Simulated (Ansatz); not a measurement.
`CS[SiH](F)S` → CH₃SH + `F[Si]S` at 298.15 K and 1 bar (silylene formation by 1,1-elimination).

Isolated molecules relaxed with PBE0-D4/def2-TZVP in Ansatz; ΔE leaves out vibrations. CCSD(T)/CBS is the MP2 limit (def2-TZVPP, def2-QZVPP) plus CCSD(T) − MP2 in def2-TZVPP, frozen cores. This one scheme is used for every species. Each species was taken in one conformer, which may not be the lowest.

```
      species  CCSD(T)/CBS energy (Eh)  H − E (kJ/mol)  S (J/(mol·K))
`CS[SiH](F)S`              -1225.60997           184.3          378.2
        CH₃SH               -438.22835           133.0          253.2
     `F[Si]S`               -787.30018            44.8          282.7
```

H − E and S are ideal-gas, rigid-rotor, harmonic terms from PBE0-D4/def2-TZVP, for one conformer and one mirror image of each species. 1 Eh = 2625.50 kJ/mol, R = 8.31446 J/(mol·K).

By hand: ΔE, ΔH, ΔS and ΔG.

ΔE = (-438.22835) + (-787.30018) − (-1225.60997) = 0.08144 Eh = 213.8 kJ/mol. Δ(H − E) = 133.0 + 44.8 − 184.3 = -6.5, so ΔH = 207.3 kJ/mol. ΔS = 253.2 + 282.7 − 378.2 = 157.7 J/(mol·K). ΔG = 207.3 − 298.15 × (157.7)/1000 = 160.3 kJ/mol.

By hand: the equilibrium constant, and the temperature at which ΔG would vanish if ΔH and ΔS stayed fixed.

log₁₀ K = −ΔG/(RT ln 10) = -28.1. ΔG = 0 at ΔH/ΔS = 1315 K.

The number of gas molecules changes by +1, which sets the sign of ΔS. A doubt of 5 kJ/mol in ΔE shifts log₁₀ K by 0.9 here. Other conformers and mirror images would add mixing entropy, several J/(mol·K) or more a flexible species. These are equilibria of isolated gas molecules and say nothing of rates. Largest T1 diagnostic: 0.015 (customary marks: 0.02 for closed shells, 0.045 for open ones).
